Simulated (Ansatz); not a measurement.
Species, as SMILES: O=[B] (B-O), doublet.
Atoms: B1, O2. Bonds: B1-O2.

Basis-set convergence of the optimised B1-O2 bond length at CCSD(T) with Ansatz (a quantum-chemistry and plane-wave program). The reference of a correlated method is not its basis-set limit, which lies further on. All functions are spherical. Cores are frozen. Open shells are unrestricted. No added dispersion term, no relativity. Reference: the value in def2-QZVPP, 1.2085 Å, itself unsure by roughly 0.0003 Å (its distance from cc-pVQZ). Deviations are taken from unrounded values.

```
basis        functions  optimised B1-O2 bond length (Å)
-----------  ---------  -------------------------------
cc-pVDZ             28                           1.2196
aug-cc-pVDZ         46                           1.2240
6-311G**            36                           1.2113
6-311+G**           44                           1.2132
cc-pVTZ             60                           1.2134
aug-cc-pVTZ         92                           1.2148
def2-TZVPP          62                           1.2127
def2-TZVPPD         77                           1.2134
```

What the diffuse functions change, pair by pair:
- cc-pVDZ to aug-cc-pVDZ: 18 more functions, deviation 0.0111 to 0.0156 Å
- 6-311G** to 6-311+G**: 8 more functions, deviation 0.0029 to 0.0047 Å
- cc-pVTZ to aug-cc-pVTZ: 32 more functions, deviation 0.0049 to 0.0064 Å
- def2-TZVPP to def2-TZVPPD: 15 more functions, deviation 0.0042 to 0.0049 Å

They bring the value nearer the reference by more than 0.0003 Å in 0 of 4 pairs.
